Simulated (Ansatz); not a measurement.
Reaction (redistribution): `CCOBO` + `[CH3][Al]([SiH3])[SiH3]` → `[CH3][Al]([SiH3])[BH]O` + `CCO[SiH3]`

Computed with Ansatz on PBE0-D4/def2-TZVP structures; ΔE is electronic, products minus reactants. CCSD(T)/CBS adds triple-zeta CCSD(T) − MP2 to the extrapolated MP2 energy (def2 sets, frozen cores). DFT in def2-TZVPP. B3LYP here is the variant with VWN-RPA as its local correlation; programs differ in this. Each species was taken in one conformer, which may not be the lowest.

`CCOBO`:

Cartesian coordinates in Å:
```
C -0.848 -0.584 1.390
C -0.630 0.527 0.392
O -0.077 0.017 -0.809
B 1.192 0.308 -1.190
O 1.687 -0.220 -2.336
H -1.324 -0.194 2.292
H -1.491 -1.359 0.969
H 0.102 -1.042 1.674
H 0.029 1.298 0.806
H -1.581 1.003 0.134
H 1.897 1.027 -0.540
H 1.044 -0.781 -2.782
```

`[CH3][Al]([SiH3])[SiH3]`:

Cartesian coordinates in Å:
```
C -0.872 1.796 -0.828
Al -0.085 0.187 -0.043
Si 0.315 -1.758 -1.502
Si 0.525 0.041 2.338
H -1.041 2.594 -0.103
H -0.222 2.188 -1.619
H -1.829 1.561 -1.307
H 0.913 -2.924 -0.792
H 1.237 -1.405 -2.623
H -0.956 -2.229 -2.129
H 0.237 1.279 3.117
H 1.982 -0.251 2.492
H -0.205 -1.080 3.000
```

`[CH3][Al]([SiH3])[BH]O`:

```xyz
13

C    -1.723   -0.496    1.497
Al   -0.447   -0.068    0.078
Si    1.968    0.057    0.630
B    -0.842    0.347   -2.016
O     0.201    0.641   -2.829
H    -1.688    0.263    2.285
H    -1.469   -1.447    1.978
H    -2.754   -0.562    1.141
H     2.296    1.090    1.658
H     2.774    0.422   -0.581
H     2.536   -1.235    1.117
H    -1.909    0.350   -2.573
H     1.056    0.638   -2.385
```

`CCO[SiH3]`:

```xyz
12

C     1.899    0.034   -0.313
C     0.466   -0.434   -0.282
O    -0.339    0.563    0.320
Si   -1.959    0.382    0.516
H     2.262    0.222    0.700
H     2.537   -0.724   -0.775
H     1.987    0.959   -0.887
H     0.385   -1.371    0.284
H     0.110   -0.635   -1.302
H    -2.264   -0.807    1.362
H    -2.638    0.194   -0.797
H    -2.446    1.617    1.173
```

```tsv
level	ΔE (kcal/mol)	difference from CCSD(T)/CBS
PBE-D4	27.7	3.0
r2SCAN-D4	27.2	2.5
PBE0-D4	27.8	3.1
B3LYP-D4	25.7	1.0
ωB97X-V	25.1	0.4
ωB97M-V	24.7	0.0
B2PLYP	25.3	0.6
PBE	27.9	3.2
r2SCAN	27.2	2.5
PBE0	27.9	3.2
B3LYP	26.0	1.3
HF/def2-TZVPP	25.0	0.3
MP2/def2-TZVPP	24.7	0.0
SCS-MP2/def2-TZVPP	23.7	-1.0
CCSD/def2-TZVPP	25.3	0.6
CCSD(T)/def2-TZVPP	25.3	0.6
HF/def2-QZVPP	24.6	-0.1
MP2/def2-QZVPP	24.2	-0.5
SCS-MP2/def2-QZVPP	23.3	-1.4
HF/CBS(def2)	24.6	-0.1
MP2/CBS(def2)	24.0	-0.7
CCSD/CBS(def2)	24.6	-0.1
CCSD(T)/CBS	24.7	0
```

Largest T1 diagnostic among the species: 0.014.
